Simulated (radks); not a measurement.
The nuclear charge of neutral beryllium is varied continuously with 4 electrons held in [He] 2s2. Method: Dirac Kohn-Sham, LDA (Slater exchange, Perdew-Wang correlation), spin-unpolarised, spherical densities, point nucleus; computed with a radial shooting solver on a logarithmic mesh with Libxc functionals. By the Hellmann-Feynman theorem dE/dZ = E(electron-nucleus)/Z, the electronic potential at the nucleus.

Z    E (hartree)  E(electron-nucleus)/Z (hartree)   HOMO  e(HOMO) (eV)  <r> HOMO (bohr)
3.8    -12.83108                         -7.84002  2s1/2        -3.693            2.901
4      -14.44930                         -8.34213  2s1/2        -5.600            2.619
4.2    -16.16790                         -8.84376  2s1/2        -7.797            2.392
4.4    -17.98679                         -9.34509  2s1/2       -10.279            2.203
4.6    -19.90592                         -9.84622  2s1/2       -13.043            2.043
4.8    -21.92527                         -10.3472  2s1/2       -16.088            1.906
5      -24.04481                         -10.8482  2s1/2       -19.411            1.787

The central difference of E at Z = 4 is -8.342 hartree, to compare with the third column; the second derivative is -2.51 hartree.
